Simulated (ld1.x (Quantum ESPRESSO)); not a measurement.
fluorine (F): variants of one RRKJ potential

Base potential:

* Element: F
* Generator: ld1.x (Quantum ESPRESSO) 7.5
* Type: norm-conserving RRKJ (Kleinman–Bylander form)
* Functional: LDA (PZ)
* Relativity: scalar-relativistic
* Frozen core: [He]
* Valence charge: 7
* Reference configuration: 2s2 2p5
* Partial waves: 2s (bound): rc 0.75 bohr; 2p (bound): rc 0.85 bohr; 3d channel at 0.15 Ry: rc 0.75 bohr
* Local potential: the d channel
* Core correction: Bessel-smoothed model core inside 0.40 bohr
* rho0: 0.005

All-electron outer shells of the reference configuration (LDA (PZ), scalar-relativistic, ld1.x):

| shell | level (eV) | outermost node (bohr) | outermost maximum (bohr) |
| --- | --- | --- | --- |
| 1s | -658.96 | – | 0.12 |
| 2s | -29.65 | 0.24 | 0.77 |
| 2p | -11.29 | – | 0.71 |

Cutoffs, loose and tight: the cutoffs (Ry, on a coarse ladder) from which the occupation-weighted sum of valence levels, in a spherical-Bessel basis at the reference potential, stays within 10 and 1 mRy of its value at 400 Ry. They do not see the model core or the augmentation charge, which bear on the density cutoff. Test errors are all-electron minus pseudo excitation energies from the reference, over the configurations 2s2 2p4; 2s2 2p3; 2s2 2p2; 2s1 2p6; 2s2 2p1; 2s2 2p5.3; 2s2 2p4.5 (two spin-polarised tests are not counted in the largest error). A dash means not determined; rows that change the core or the reference have their own tests.

| change | outcome | cutoff, loose | cutoff, tight | bound ghosts | largest test error (meV) |
| --- | --- | --- | --- | --- | --- |
| base | generated | 180 Ry | 230 Ry | none | +198 |
| wave 3d channel at 0.15 Ry: rc 0.75 bohr becomes 3d channel at 6.85 Ry: rc 0.75 bohr | generated | 180 Ry | 230 Ry | none | +197 |
| core correction none | generated | 180 Ry | 230 Ry | none | +447 |
| non-relativistic | generated | 180 Ry | 230 Ry | none | +207 |
| wave 2p (bound): rc 0.85 bohr becomes 2p (bound): rc 0.60 bohr | generated | 230 Ry | 300 Ry | none | -59 |
| wave 3d channel at 0.15 Ry: rc 0.75 bohr becomes 3d channel at 0.15 Ry: rc 0.96 bohr | generated | 180 Ry | 230 Ry | none | +207 |
| all radii but the core radius scaled by about 1.17 (s 0.88, p 1.00, d 0.88 bohr) | generated | 160 Ry | 180 Ry | none | +542 |

Task: What comes out with this change to the base: functional BLYP?

Result: outcome: generated; cutoff, loose: 180 Ry; cutoff, tight: 230 Ry; bound ghosts: none; largest test error (meV): +245.

Task: What comes out with this change to the base: wave 2s (bound): rc 0.75 bohr becomes 2s (bound): rc 1.12 bohr?

Result: outcome: generated; cutoff, loose: 160 Ry; cutoff, tight: 180 Ry; bound ghosts: none; largest test error (meV): -52.

Task: What comes out with this change to the base: local potential the s channel?

Result: outcome: generated; cutoff, loose: 160 Ry; cutoff, tight: 260 Ry; bound ghosts: none; largest test error (meV): +271.
